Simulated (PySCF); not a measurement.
**Deuteron quadrupole couplings in 4-methylspiro(2.4)hepta-4,6-diene**

4-methylspiro(2.4)hepta-4,6-diene, C8H10.
Cartesian coordinates in Å at the GFN2-xTB level; atoms count from 1:
```xyz
18
C8H10 angstrom
C     -1.7834    1.0394   -0.3154
C     -0.3149    0.8266   -0.2117
C      0.6701    1.7285   -0.3944
C      1.9532    1.0960   -0.1971
C      1.7631   -0.1981    0.1087
C      0.3167   -0.4691    0.1235
C     -0.2422   -1.8031   -0.3345
C     -0.2911   -1.4546    1.1037
H     -1.9950    2.0742   -0.5734
H     -2.2773    0.8095    0.6296
H     -2.2164    0.3959   -1.0823
H      0.5421    2.7655   -0.6493
H      2.8961    1.6050   -0.2870
H      2.5064   -0.9453    0.3156
H      0.4715   -2.5416   -0.6661
H     -1.1561   -1.7839   -0.9077
H      0.3880   -1.9486    1.7815
H     -1.2396   -1.1900    1.5446
```

Level: PBE0/pcSseg-1 (PySCF, non-relativistic); Q(2H) = 0.00286 b; rigid geometry, the same for H and D, with no vibrational averaging.

Problem. Rank these positions by the coupling χzz of a deuteron there, largest first.
A. H15 (methylene hydrogen)
B. H10 (methyl hydrogen)
C. H14 (vinylic hydrogen)

Solution. C (232 kHz), A (222 kHz), B (208 kHz).

Problem. What are Vzz, η and χzz (234.96 MHz × Q × Vzz) at all hydrogens?

Solution. 
```csv
atom,bonded to,bond length (Å),Vzz (au),η,χzz (kHz)
H9,C1,1.087,0.3154,0.02,212
H10,C1,1.091,0.3102,0.02,208
H11,C1,1.091,0.3102,0.02,208
H12,C3,1.076,0.3414,0.06,229
H13,C4,1.075,0.3412,0.05,229
H14,C5,1.074,0.3449,0.07,232
H15,C7,1.079,0.3309,0.07,222
H16,C7,1.079,0.3319,0.07,223
H17,C8,1.079,0.3309,0.07,222
H18,C8,1.079,0.3321,0.07,223
```

Problem. How does χzz go with the bond length over the 10 C–H bonds?

Solution. A straight-line fit has a slope of -13.6 kHz for each 0.01 Å, with a correlation coefficient of -0.99, over lengths from 1.074 to 1.091 Å. The longer bonds have the smaller couplings here.

Problem. A static deuteron (I = 1) shows a doublet split by (3/2)χ, (3/4)χ(1 + η) and (3/4)χ(1 − η) with the field along z, y and x of the gradient. What are these for H15?

Solution. With |χ| = 222.4 kHz and η = 0.072: 334, 179 and 155 kHz, to first order and without motion.

Geometry: GFN2-xTB; no solvent, vibrations or thermal averaging. GFN2-xTB bond lengths can be off by several hundredths of an ångström, more for odd bonds, and the gradients follow them. With so small a basis the couplings can be 20 % off.

The run behind these numbers computed NMR shieldings as well. Hardware: one thread, Intel Xeon Platinum 8259CL at 2.50 GHz (x86_64), no GPU (shared host). Cost: 51 s, 0.91 GiB resident at most.
